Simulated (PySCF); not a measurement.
Species: C3H10N2Si3.
Bonds: C1–N2, N2–Si3, Si3–C4, C4–N5 (triple), Si3–Si6, Si6–C7, C7–Si8, Si3–Si8. Hydrogens: H9, H10, H11 on C1; H12 on N2; H13, H14 on Si6; H15, H16 on C7; H17, H18 on Si8.

Probes without a nucleus sit at each ring's centroid and 1 Å off its mean plane on both sides; NICS is minus the shielding there, NICSzz its component along the normal. Level: GIAO PBE0/pcSseg-1 (PySCF, non-relativistic, gas phase) on the GFN2-xTB geometry, one conformer.

Ring bond lengths (Å), with Mayer bond orders in brackets: Si3–Si6 2.365 (0.77), Si6–C7 1.935 (0.89), C7–Si8 1.934 (0.89), Si8–Si3 2.350 (0.80).

**Question.** What do the NICS probes read (ppm)?

**Answer.** 
```tsv
ring	type	NICS(0)	NICS(1), two faces	NICS(1)zz, two faces	rms pucker (Å)	centre to ring atoms, mean (Å)
Si3–Si6–C7–Si8	4-membered ring with 3 Si; formal bonds all single	1.4	-1.6 / -0.6	2.1 / 3.9	0.04	1.51
```

**Question.** What do they say, and how far can they be read as aromaticity?

**Answer.** 
- Si3–Si6–C7–Si8: mean NICS(1)zz 3.0 ppm, near zero. Si3, Si6, C7, Si8 have four or more neighbours, and the NICS criterion for π rings isn't applied.

**Question.** Give the inner angles of the rings and the Hirshfeld charges of the ring atoms.

**Answer.** 
- Si3–Si6–C7–Si8: Si3 81.5° (+0.278 e), Si6 86.1° (+0.238 e), C7 105.4° (-0.252 e), Si8 86.6° (+0.249 e); sum 359.7° against 360° for a flat convex ring.

Conformer computed: `[CH3:1][NH:2][Si:3]1([C:4]#[N:5])[SiH2:6][CH2:7][SiH2:8]1`: C1–N2–Si3–C4 -178°.
